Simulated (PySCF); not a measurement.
ClH5N2Sn. Atoms are numbered in the order given.

```xyz
9

Sn     0.0825    -0.1678     0.3447
N     -1.4931    -1.4310     0.2012
N      1.6610    -1.1277    -0.4820
Cl    -0.3044     1.8245    -0.8955
H      0.3546     0.2991     1.9598
H     -2.2486    -1.2016     0.8445
H     -1.8915    -1.4658    -0.7358
H      1.3582    -1.8429    -1.1416
H      2.3007    -0.5039    -0.9709
```

Coordinates come from a PBE0-D3(BJ)/def2-SVP optimisation. The structure was generated by enumeration; whether it is a known compound was not checked. The def2 effective core potentials stand for the cores of Sn; spin–orbit coupling is left out. One conformer was computed; it need not be the lowest.

Level of theory: TDDFT-PBE0/def2-SVPD run with PySCF.

Vertical excitations. The molecule is in vacuum.

| state | energy (eV) | λ (nm) | f | main pairs |
|---|---|---|---|---|
| S1 | 5.67 | 219 | 0.061 | HOMO→LUMO 91 % |
| S2 | 5.90 | 210 | 0.143 | HOMO−1→LUMO 90 % |
| S3 | 6.44 | 193 | 0.053 | HOMO−2→LUMO 76 % |
| S4 | 6.49 | 191 | 0.020 | HOMO−3→LUMO 33 %, HOMO→LUMO+1 27 %, HOMO−1→LUMO+1 17 %, HOMO−2→LUMO 14 % |
| S5 | 6.63 | 187 | 0.008 | HOMO−3→LUMO 48 %, HOMO→LUMO+1 29 %, HOMO→LUMO+2 9 %, HOMO−1→LUMO+1 8 % |
| S6 | 6.68 | 186 | 0.003 | HOMO−1→LUMO+1 38 %, HOMO→LUMO+1 29 %, HOMO→LUMO+2 24 % |
| S7 | 6.76 | 183 | 0.002 | HOMO→LUMO+2 49 %, HOMO−1→LUMO+1 18 %, HOMO−3→LUMO 12 %, HOMO−1→LUMO+2 11 % |
| S8 | 7.12 | 174 | 0.021 | HOMO−1→LUMO+2 81 % |
| S9 | 7.22 | 172 | 0.006 | HOMO→LUMO+3 92 % |
| S10 | 7.38 | 168 | 0.019 | HOMO−1→LUMO+3 93 % |
| T1 | 4.94 | 251 | 0 | HOMO→LUMO 91 % |
| T2 | 5.10 | 243 | 0 | HOMO−1→LUMO 86 % |
| T3 | 5.90 | 210 | 0 | HOMO−2→LUMO 91 % |
| T4 | 6.11 | 203 | 0 | HOMO−3→LUMO 65 %, HOMO−1→LUMO+1 14 %, HOMO→LUMO+1 12 % |
Triplets are in the Tamm–Dancoff approximation, which puts them higher than full response would, so one can lie above its singlet here.
